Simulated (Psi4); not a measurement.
Psi4 was given this input:
```
memory 2 GB

molecule {
0 3
  B    -0.00000000   -0.00000000    0.00000000
  I     2.06079460   -0.36066386   -0.61755843
  I    -0.76527340   -0.90866053    1.82948732
  I    -1.29552119    1.26932438   -1.21192889
}

set basis def2-tzvpp
set reference uks

energy('svwn')
print_variables()
```

### Question
Estimate the number of basis functions that SVWN/def2-TZVPP (Psi4) returns for this input.

### Answer
181

### Question
Estimate the dipole moment that SVWN/def2-TZVPP returns for this input.

### Answer
0.00 D

### Question
What is the computed <S^2> (SVWN/def2-TZVPP)?

### Answer
2.003

### Question
What nuclear repulsion energy does SVWN/def2-TZVPP give?

### Answer
353.5834 Eh

### Question
Give the total energy at the level SVWN/def2-TZVPP.

### Answer
-918.0415 Eh

These values belong to the state on which the SCF converged, which isn't shown to be the lowest.

### Question
Roughly what does it cost on one core?

### Answer
roughly 21 core-seconds.
